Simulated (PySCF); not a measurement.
Species: C₆H₁₁NSi₂.
Structure used (PBE0-D3(BJ)/def2-SVP), in Å, numbered top down from 1:
```
atom  x, y, z in Å
N1     1.8370   -1.6599    3.3307
C2     1.8238   -1.4750    2.1849
C3     1.7976   -1.2647    0.7768
C4     2.0158   -0.0576    0.2201
C5     1.9462    0.2297   -1.2287
Si6    0.2485    0.9588   -1.7246
C7    -1.0807   -0.3359   -1.4588
C8    -1.7322   -0.6407   -0.3200
Si9   -1.5816    0.1529    1.3771
H10    1.5871   -2.1420    0.1562
H11    2.2122    0.7890    0.8882
H12    2.0891   -0.6817   -1.8315
H13    2.7140    0.9619   -1.5278
H14    0.3126    1.2880   -3.1810
H15    0.0062    2.2119   -0.9517
H16   -1.3233   -0.9349   -2.3501
H17   -2.4600   -1.4656   -0.3703
H18   -1.2183   -0.8874    2.3832
H19   -0.5546    1.2346    1.3816
H20   -2.9066    0.7334    1.7580
```

Computed with PySCF at PBE0/pcSseg-1, non-relativistic, on one gas-phase PBE0-D3(BJ)/def2-SVP geometry that isn't relaxed in the solvent. The solvent is an IEF-PCM continuum (Bondi radii, 1.10 Å for H, scaled by 1.2). Specific hydrogen bonds and non-electrostatic terms are outside this model.

| run | E − E(gas) (kcal/mol) | HOMO (eV) | HOMO–LUMO gap (eV) | dipole (D) |
| --- | --- | --- | --- | --- |
| gas | 0.00 | -7.60 | 6.09 | 4.75 |
| P | -7.25 | -7.48 | 6.10 | 6.51 |
| Q | -7.60 | -7.47 | 6.10 | 6.60 |

The runs were made in acetone and dimethylsulfoxide. Which run belongs to which solvent?

P = acetone, Q = dimethylsulfoxide. The dielectric constants are 20.49 (acetone), 46.83 (dimethylsulfoxide), and the energy falls further as ε rises. In this model the ground state sees the solvent through ε alone.

How constant is the ratio of the lowering to (ε − 1)/(2ε + 1)?

| solvent | (ε − 1)/(2ε + 1) | E − E(gas) (kcal/mol) | ratio (kcal/mol) | polarisation term (kcal/mol) |
| --- | --- | --- | --- | --- |
| acetone | 0.464 | -7.25 | -15.6 | -9.06 |
| dimethylsulfoxide | 0.484 | -7.60 | -15.7 | -9.60 |

The ratio changes by +0.6 % in size from acetone to dimethylsulfoxide. The polarisation term is half the interaction of the solute with the induced surface charges.
